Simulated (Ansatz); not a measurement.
# What a proton shuttle does

BCl₃ ([Cl][B]([Cl])[Cl]) + NH₃ → BNH₂Cl₂ ([NH2][B]([Cl])[Cl]) + HCl (links in brackets), a four-centre ligand exchange, has a barrier of 1.472 eV above its start structure and a step energy of 0.592 eV. One HF is now added to the ring of the saddle, taking the hydrogen and handing on one of its own. Gas-phase electronic energies, without zero-point energy, by CCSD(T) at an estimated basis limit (MP2 extrapolated from triple and quadruple zeta, plus CCSD(T) − MP2 in triple zeta); Ansatz 0.2.0, def2-TZVPP and QZVPP, frozen cores, on PBE0-D4/def2-TZVP structures. Extrapolation: Hartree–Fock as exp(−7.88 √X), correlation as X^−2.97. Each barrier counts from its own start structure, which holds all the molecules, is reached by relaxing down from the saddle and may not be the deepest complex; no counterpoise correction.

Task: What are the barrier and the step energy with the shuttle? (To be estimated.)

Result: The calculation gives: Barrier 1.357 eV, 0.115 eV lower than without; step energy 0.739 eV, both from the start structure. Counted from all the molecules apart, the saddle lies at -0.233 eV with the shuttle and at 0.282 eV without; the start well goes from -1.190 to -1.590 eV. At the saddle the angle at each passing proton is N–H···Cl 146° without the shuttle, against N–H···F 172° and F–H···Cl 160° with it. Bringing in the extra molecule costs entropy, which these electronic energies leave out.

No T1 diagnostic of these runs exceeds 0.012.

For scale, one of the runs: CCSD(T)/def2-TZVPP, 275 basis functions, launched by `ansatz run in.yaml --threads 8 --pin off --events-out ev --progress --plain --max-ram 19148MiB`. Time: 3.9 min of wall clock on 8 CPU threads of an Arm Neoverse V1; the host was shared. Peak host memory: 7.5 GiB.
